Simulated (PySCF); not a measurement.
Job for PySCF: R-B3LYP/3-21G on ClH2NSn (SMILES [NH2][Sn][Cl]), a point of a torsion scan.

```python
from pyscf import gto, scf, dft, mp
from pyscf.data.elements import chemcore

mol = gto.M(
    atom='''
    N    -0.85157556   -0.07753810   -0.10173471
    Sn    1.00309789   -0.85160363   -0.56540260
    Cl    1.12232041   -2.38462023    1.24242137
    H    -1.18031721    0.85849531   -0.29743313
    H    -1.41592898   -0.42808987    0.66254154
    ''',
    basis='3-21g',
    charge=0, spin=0, verbose=3, max_memory=1800)
mf = dft.RKS(mol, xc='b3lyp')
mf.conv_tol = 1e-8
mf.max_cycle = 100
mf.kernel()
if not mf.converged:
    mf = mf.newton().run(mf.mo_coeff, mf.mo_occ)
```

Output:

```
converged SCF energy = -6512.56657024173
```

The calculation finished and met its thresholds.

Cost: roughly 7 core-seconds.
